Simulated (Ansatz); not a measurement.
C$_{2}$H$_{9}$AlOSi (`C[SiH2][Al]([CH3])[OH]`) at its PBE0-D4/def2-TZVP geometry, where that method's forces vanish. The species carries charge 0 and has multiplicity 1.

```
atom   x (Å)   y (Å)   z (Å)
  C1   0.678   2.174   0.571
 Si2   1.441   0.514   0.107
 Al3  -0.215  -1.241  -0.388
  C4  -2.133  -1.066  -0.105
  O5   0.322  -2.730  -1.019
  H6   0.064   2.562  -0.245
  H7   0.039   2.075   1.452
  H8   1.452   2.912   0.795
  H9   2.330   0.065   1.225
 H10   2.352   0.710  -1.063
 H11  -2.359  -0.848   0.945
 H12  -2.670  -1.975  -0.385
 H13  -2.544  -0.236  -0.689
 H14   1.242  -2.916  -1.200
```

(1) For each bond, give half the difference of the two atoms' forces along it (eV/Å; positive pushes the atoms apart) under PBE-D4, r2SCAN-D4, B3LYP-D4, ωB97M-V in def2-TZVPP. (Estimate.)

## Answers

(1) Computed: 
```
   bond  length (Å)  PBE-D4  r2SCAN-D4  B3LYP-D4  ωB97M-V
 C1–Si2       1.886    0.03       0.03      0.13     0.08
  C1–H6       1.092    0.11      -0.01     -0.04    -0.04
  C1–H7       1.092    0.11      -0.01     -0.04    -0.04
  C1–H8       1.092    0.11      -0.02     -0.05    -0.06
Si2–Al3       2.464   -0.20      -0.03     -0.03    -0.05
 Si2–H9       1.497    0.09      -0.01     -0.09    -0.11
Si2–H10       1.496    0.09      -0.01     -0.09    -0.11
 Al3–C4       1.947   -0.05      -0.03      0.04     0.00
 Al3–O5       1.704    0.24       0.04      0.07     0.09
 C4–H11       1.095    0.11       0.00     -0.04    -0.04
 C4–H12       1.093    0.11      -0.01     -0.04    -0.05
 C4–H13       1.095    0.11       0.00     -0.04    -0.04
 O5–H14       0.956    0.36       0.02      0.00    -0.05
```

B3LYP here is the variant with VWN-RPA as its local correlation; programs differ in this.
